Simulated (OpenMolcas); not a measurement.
Pt2+ with 4 ligands (chloride) in tetrahedral coordination (Td). A charge of +0.5 e stands 3.2 Å behind each ligand. Ligand basis ANO-RCC-VDZP.

* Program: OpenMolcas 26.06
* Method: CASSCF
* Basis: ANO-RCC-VTZP [8s7p5d3f1g]
* Scalar Hamiltonian: DKH2, point nucleus
* Active space: 8 electrons in 5 orbitals (5d)
* State averaging: 2S+1 = 3 even, 10 roots; 2S+1 = 1 even, 15 roots
* Spin-orbit coupling: RASSI with atomic mean-field integrals over the reference wave functions

All ligands move together. At R = 2.27 Å the first state of the same spin is 7134 cm-1, and at R = 2.36 Å it is 5843 cm-1.

Question: A third run gives 4797 cm-1. What distance was it run at?

Answer: With a power law R^-n the two known points give n = -ln(5843 / 7134) / ln(2.36 / 2.27) = 5.13. Then R = 2.27 × (7134 / 4797)^(1/5.13) = 2.453 Å. The run was at 2.45 Å, so the estimate is off by +0.003 Å.

An orbital triplet at a regular site is open to Jahn-Teller coupling, which can distort the site and quench the lowest spin-orbit gaps and is left out. Without dynamic correlation the repulsion within the d shell is too large (B by tens of per cent), so at a given field states of lower spin stand too high. Real 4d8 and 5d8 ions are as a rule square planar and diamagnetic. With metal d orbitals alone the field can be off either way by tens of per cent. Ligand-to-metal charge-transfer states are missing. With no ligand orbital active B as a rule stays too high, so bands that hang on it stand too high and its fall with covalency is understated. The least metal-like active orbital is 77 % on the metal (Löwdin) and no ligand orbital is active, so the numbers are rough (holds for R = 2.27). The least metal-like active orbital is 82 % on the metal (Löwdin) and no ligand orbital is active, so the numbers are rough (holds for R = 2.36). The least metal-like active orbital is 85 % on the metal (Löwdin) and no ligand orbital is active, so the numbers are rough (holds for R = 2.45). No measured value stands beside these numbers; the geometry is a model, was not optimised and need not be the one that this ion takes.
